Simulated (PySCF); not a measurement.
Dipole moment and polarisability of `Sc1cccc2cc[nH]c12`

C8H7NS.
Geometry (PBE0-D3(BJ)/def2-SVP, Å), atoms numbered from 1 in this order:
```xyz
17
C8H7NS angstrom
S     -0.0135    2.9018   -0.0853
C      0.4662    1.2079   -0.2505
C      1.7026    0.7791   -0.7225
C      2.0079   -0.5913   -0.8252
C      1.0956   -1.5683   -0.4625
C     -0.1633   -1.1680    0.0181
C     -1.3300   -1.8653    0.4746
C     -2.2550   -0.9146    0.8215
N     -1.7325    0.3368    0.6074
C     -0.4579    0.2171    0.1173
H      1.1392    3.4336   -0.5384
H      2.4506    1.5184   -1.0195
H      2.9921   -0.8796   -1.2017
H      1.3462   -2.6278   -0.5479
H     -1.4646   -2.9427    0.5373
H     -3.2641   -1.0333    1.2114
H     -2.2109    1.2085    0.7832
```

Level: CAM-B3LYP/def2-SVPD (PySCF), static field, nuclei fixed, core orbitals frozen in the response. The polarisability tensor in these axes (au):

```
x   135.91   3.96 -25.62
y     3.96 148.58  -2.40
z   -25.62  -2.40  79.46
```

Problem. What are the eigenvalues, a third of the trace, and Δα (Δα² = ½Σ(αi − αj)² over the three pairs)?

Solution. Principal values 69.55, 142.43 and 151.96 au; mean 121.32 au = 17.98 Å³ = 20.00 × 10⁻⁴⁰ C²·m²/J; Δα = 78.08 au (64 % of the mean).

Problem. What is the dipole moment, and where does it point?

Solution. (-0.76, 0.46, 0.29) D, 0.94 D in size, pointing from the negative to the positive side. Measured along this direction, the outermost atoms are H13 at the negative end and H17 and H16 at the positive end.

Problem. Give the eigenvalues of the traceless quadrupole moment Θ = ½Σq(3rr − r²1), origin at the centre of nuclear charge.

Solution. -13.96, 1.27, 12.69 D·Å. The values depend on the origin, since the dipole doesn't vanish. The electronic extent ⟨r²⟩ about the same centre is 1555 bohr², a root-mean-square distance of 2.36 Å for the 78 electrons.

Problem. Molar refractivity from α?

Solution. Lorentz–Lorenz: R = (4π/3)N_A α = 2.5225 cm³/(mol·Å³) × 17.98 Å³ = 45.3 cm³/mol, in the limit of long wavelengths.

Problem. Refractivity n − 1 of an ideal gas of it at 350 K and 1 atm, from the electronic α?

Solution. N = p/kT = 2.0968 × 10¹⁹ cm⁻³, so n − 1 = 2π × N × 17.98 × 10⁻²⁴ cm³ = 2368 × 10⁻⁶ at long wavelengths, for an ideal gas.

Problem. In TDDFT the mean static polarisability is Σ f/ω² over all singlet excitations (ω in hartree). How much of it do the 6 lowest give? Their energies (eV) and oscillator strengths: 4.79, 0.1299; 4.89, 0.0031; 5.02, 0.0707; 5.57, 0.0084; 5.91, 0.0096; 6.02, 0.4158.

Solution. They add up to 15.26 au, 12.6 % of the 121.32 au; the largest single term is 8.49 au, from the state at 6.02 eV. Terms in order: 4.19, 0.09, 2.08, 0.20, 0.20, 8.49 au. Higher excitations give the rest. The strengths listed sum to 0.637.

Isolated species at its PBE0-D3(BJ)/def2-SVP geometry (one conformer only).
